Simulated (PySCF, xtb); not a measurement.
C2H5NO2Si, SMILES C1=N[SiH2]OCO1.

GFN2-xTB in xtb at its own geometry gives an orbital gap of 3.70 eV and a dipole moment of 1.44 D.

Geometry optimised at B3LYP-D3(BJ)/def2-SVP. The structure was generated by enumeration, and PubChem lists no compound with its InChIKey, so it may never have been made. One conformer was computed; it need not be the lowest.

What does PBE/def2-TZVP run with PySCF give? (An estimate is asked for; the answer gives what the named calculation found.)

gap 4.72 eV (levels -6.18 and -1.46 eV), dipole 1.25 D.
